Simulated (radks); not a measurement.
Isoelectronic series with 19 electrons, all held in the configuration [Ar] 4s1, which need not be the ground one along the series. Method: Dirac Kohn-Sham, LDA (Slater exchange, Perdew-Wang correlation), spin-unpolarised, spherical densities, finite nucleus; Fermi nuclear charge, rms radius of each element as measured or else 0.836 A^(1/3) + 0.57 fm; computed with a radial shooting solver on a logarithmic mesh with Libxc functionals. Total energies (hartree) and mean radii <r> (bohr):

ion    E (hartree)   4s1/2   3p3/2
K       -600.56100   4.902   1.441
Sc2+    -761.46355   2.925   1.141
V4+     -942.79837   2.229  0.9515
Mn6+   -1144.61037   1.830  0.8188
Co8+   -1366.99233   1.562  0.7198
Cu10+  -1610.06295   1.366  0.6428
Ga12+  -1873.96073   1.216  0.5809
As14+  -2158.84187   1.096  0.5301
Br16+  -2464.87932  0.9988  0.4876
Rb18+  -2792.26246  0.9172  0.4514
Nb22+  -3511.90588  0.7885  0.3930
Tc24+  -3904.63010  0.7366  0.3692
Rh26+  -4319.62994  0.6911  0.3480
Ag28+  -4757.18645  0.6507  0.3291
In30+  -5217.59830  0.6146  0.3121
Sb32+  -5701.18928  0.5822  0.2968
I34+   -6208.30487  0.5528  0.2829
Cs36+   -6739.3184  0.5261  0.2701
La38+   -7294.6273  0.5017  0.2585
Pr40+   -7874.6609  0.4793  0.2478
Pm42+   -8479.8685  0.4587  0.2379
